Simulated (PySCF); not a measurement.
Static response to an electric field

Species: AsAsSbSb tetrahedron, Sb2As2.
Structure used (PBE0-D3(BJ)/def2-SVP), in Å, numbered top down from 1:
```xyz
4
Sb2As2 angstrom
As    -0.9814   -1.0736   -0.5270
As    -0.8245    1.2249    0.3217
Sb     1.1293    0.3448   -1.2228
Sb     0.7599   -0.5866    1.3976
```

Level: wB97X-D/def2-SVPD (PySCF), static field, nuclei fixed, core orbitals frozen in the response. The polarisability tensor in these axes (au):

```
x   144.91  -0.05  -2.15
y    -0.05 135.97  -8.49
z    -2.15  -8.49 156.74
```

Problem. Diagonalise the tensor; give its mean and Δα, where Δα² is half the sum of the squared differences of the eigenvalues.

Solution. Principal values 132.89, 144.70 and 160.04 au; mean 145.87 au = 21.62 Å³ = 24.05 × 10⁻⁴⁰ C²·m²/J; Δα = 23.58 au (16 % of the mean).

Problem. What is the dipole moment, and where does it point?

Solution. (0.99, -0.11, 0.10) D, 1.00 D in size, pointing from the negative to the positive side. Measured along this direction, the outermost atoms are As2 and As1 at the negative end and Sb4 and Sb3 at the positive end.

Problem. Molar refractivity from α?

Solution. Lorentz–Lorenz: R = (4π/3)N_A α = 2.5225 cm³/(mol·Å³) × 21.62 Å³ = 54.5 cm³/mol, in the limit of long wavelengths.

Problem. Form Σ f/ω² (atomic units) for the 10 lowest TDDFT singlets, given as eV and f, and set it beside the mean polarisability, which is this sum over all singlets: 3.70, 0.0005; 3.79, 0.0000; 3.89, 0.0000; 4.02, 0.0011; 4.18, 0.0001; 4.29, 0.0078; 4.33, 0.0426; 4.46, 0.0130; 4.47, 0.0165; 4.54, 0.0000.

Solution. They add up to 3.18 au, 2.2 % of the 145.87 au; the largest single term is 1.69 au, from the state at 4.33 eV. Terms in order: 0.02, 0.00, 0.00, 0.05, 0.00, 0.31, 1.69, 0.48, 0.61, 0.00 au. Higher excitations give the rest. The strengths listed sum to 0.082.

Problem. Give the principal axes and the span of the nuclei along them.

Solution. Largest value along (-0.13, -0.33, 0.93), where the nuclei span 2.81 Å; middle along (0.99, -0.11, 0.10), 1.87 Å; least along (0.06, 0.94, 0.34), 2.46 Å. The strongest response lies along the longest span, while the other two are in reverse order.

Problem. Find the Langevin capture rate constant for H3+ (3.023 u) meeting this molecule (391.651 u), k = 2.342 × 10⁻⁹ cm³/s × √(α in Å³ / reduced mass in u).

Solution. The reduced mass is 3.00 u, so k = 6.29 × 10⁻⁹ cm³/s. The formula leaves out the permanent dipole, which adds to the capture rate.

Problem. What depolarisation ratio follows for Rayleigh scattering of linearly polarised light, taking the static tensor?

Solution. ρ = 3Δα²/(45ᾱ² + 4Δα²) = 1667.9/(957564 + 2223.8) = 0.00174.

Isolated species at its PBE0-D3(BJ)/def2-SVP geometry, gas phase. Atoms past krypton carry effective core potentials; spin–orbit coupling is left out. The calculation is non-relativistic apart from the core potentials, for arsenic too.

The run behind these numbers computed excited states and ΔSCF ions as well. Hardware: one thread of an AMD EPYC 7R43, no GPU, shared host with 256 logical CPUs at a one-minute load of 48. Cost: 80 s of wall time (grids of density and orbitals included), 0.73 GiB resident at most.
